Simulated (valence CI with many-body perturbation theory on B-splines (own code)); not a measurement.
The numbers below are computed, except where a source is named.
# Yb³⁷⁺: magnetic and hyperfine properties of the levels

Method: configuration interaction combined with many-body perturbation theory (CI+MBPT): five valence electrons over a frozen Dirac-Fock core [Ar] 3d10, a basis of 9 s, 9 p, 8 d, 6 f, 3 g, 1 h functions for each j, with the one-electron correlation potential Σ1, the two-electron term Σ2, the three-electron term Σ3, Breit, model QED; selected CI, second order for the rest (own B-spline code, finite nucleus).

No measured spectrum was set against this ion. As an estimate, large intervals hold to a few tenths of a per cent, small ones and those within an open d or f shell to about a per cent. Among the levels kept, up to 300 cm⁻¹ of a level comes from second order outside the variational space, and about a tenth of that is noise between levels of different J, which matters for small intervals.

A/g_I is the dipole constant over the nuclear g factor μ/I (μ in nuclear magnetons, uniformly magnetised nucleus), B/Q the quadrupole constant per barn. Both hold the static response of the core; the bare values leave it out. Large factors of s and p1/2 electrons are usually good to 5 to 10 %; those of open d and f shells near neutrality can be off by tens of per cent, and small factors of p3/2, d and f electrons come from cancelling terms and can be off by a factor of two or in sign, in half-filled shells by more. B is blank for J = 1/2, where it vanishes, and for nearly pure S terms. Energies count from the lowest level.

Levels are named by their leading jj configuration (3d3/2^4 stands for four electrons in 3d with j = 3/2), which in mixed levels can hold well under half, so a name can repeat and another be missing. Letters in brackets count levels of one name in rising energy.

```csv
Level,E (cm⁻¹),g,A/g_I (MHz),A/g_I bare,B/Q (MHz/b),B/Q bare
(4s^2 4p1/2^2 4p3/2) J=3/2,0,1.375,43400,41500,82000,79200
(4s^2 4p1/2 4p3/2^2) J=3/2,523370,1.451,-17500,-17300,12500,12100
(4s^2 4p1/2 4p3/2^2) J=5/2,563910,1.196,109000,105000,-338,-315
(4s^2 4p1/2 4p3/2^2) J=1/2,614810,0.660,364000,352000,,
(4s^2 4p1/2^2 4d3/2) J=3/2,1123300,0.803,14400,14600,7870,7860
(4s^2 4p3/2^3) J=3/2,1145300,1.298,46600,44800,-94600,-91300
(4s 4p1/2^2 4p3/2^2) J=5/2,1202800,1.451,205000,198000,10500,10200
(4s^2 4p1/2^2 4d5/2) J=5/2,1323500,1.237,59000,57400,31100,30200
(4s 4p1/2^2 4p3/2^2) J=1/2,1342300,2.144,1060000,1030000,,
(4s 4p1/2^2 4p3/2^2) J=3/2,1361300,1.159,-140000,-135000,-20500,-19800
(4s^2 4p1/2 4p3/2 4d3/2) J=3/2 [a],1645400,0.926,69700,67800,-54100,-52200
(4s^2 4p1/2 4p3/2 4d3/2) J=5/2 [a],1646600,0.968,85200,82600,-13700,-13100
(4s^2 4p1/2 4p3/2 4d3/2) J=1/2 [a],1649500,0.237,124000,122000,,
(4s^2 4p1/2 4p3/2 4d3/2) J=7/2,1687000,1.057,79200,76800,78700,76200
(4s 4p1/2 4p3/2^3) J=3/2 [a],1728600,1.513,136000,132000,-50000,-48200
(4s^2 4p1/2 4p3/2 4d5/2) J=7/2 [a],1767300,1.311,-15200,-14500,95700,92600
(4s^2 4p1/2 4p3/2 4d5/2) J=5/2 [a],1770100,1.193,179000,173000,-85300,-82300
(4s^2 4p1/2 4p3/2 4d3/2) J=5/2 [b],1793300,1.251,13000,12900,67100,64800
(4s^2 4p1/2 4p3/2 4d3/2) J=3/2 [b],1800100,1.190,11700,11200,10700,10200
(4s^2 4p1/2 4p3/2 4d3/2) J=1/2 [b],1801800,1.582,156000,150000,,
(4s^2 4p1/2 4p3/2 4d5/2) J=9/2,1811800,1.199,59500,57700,82400,79800
(4s^2 4p1/2 4p3/2 4d5/2) J=3/2 [a],1871400,1.210,-3700,-3050,-43600,-42100
(4s^2 4p1/2 4p3/2 4d5/2) J=1/2 [a],1894800,1.581,-214000,-206000,,
(4s^2 4p1/2 4p3/2 4d5/2) J=5/2 [b],1902300,1.183,72700,70500,-23800,-22800
(4s^2 4p1/2 4p3/2 4d5/2) J=7/2 [b],1906900,1.102,68000,65900,16300,16000
(4s^2 4p1/2 4p3/2 4d5/2) J=3/2 [b],1930100,1.164,122000,118000,-18800,-18200
(4s^2 4p1/2 4p3/2 4d5/2) J=5/2 [c],1941000,1.246,115000,112000,-40200,-38700
(4s 4p1/2 4p3/2^3) J=3/2 [b],1987100,1.035,76300,73800,13200,12800
(4s^2 4p1/2 4p3/2 4d5/2) J=1/2 [b],2009200,1.131,-194000,-187000,,
(4s^2 4p3/2^2 4d3/2) J=1/2,2314300,1.644,96400,92000,,
(4s^2 4p3/2^2 4d3/2) J=3/2 [a],2315500,1.175,32100,31000,-37100,-36000
(4s^2 4p3/2^2 4d3/2) J=5/2,2321500,1.200,47000,45600,-9770,-9510
(4s^2 4p3/2^2 4d3/2) J=7/2,2335300,1.233,31200,30400,19600,19000
(4s 4p1/2^2 4p3/2 4d3/2) J=5/2 [a],2337200,1.299,172000,167000,26200,25200
(4s^2 4p3/2^2 4d5/2) J=1/2,2339600,1.251,254000,247000,,
(4s 4p1/2^2 4p3/2 4d3/2) J=3/2 [a],2343100,1.370,149000,144000,-4340,-4340
(4s 4p1/2^2 4p3/2 4d3/2) J=1/2 [a],2343200,2.580,602000,582000,,
(4s^2 4p3/2^2 4d5/2) J=7/2,2355900,1.121,29800,28900,5390,5540
(4s^2 4p3/2^2 4d5/2) J=9/2,2357300,1.238,26000,25300,44800,43500
(4s 4p1/2^2 4p3/2 4d3/2) J=7/2,2359500,1.315,172000,166000,72900,70500
```

Take the isotope of mass number 171, with I = 1/2, μ = 0.4923 μN. What is the hyperfine structure of (4s^2 4p1/2 4p3/2^2) J=1/2?

From the table A = 358000 MHz. Shifts from the centre of gravity in MHz: F = 0: -268000, F = 1: 89500.
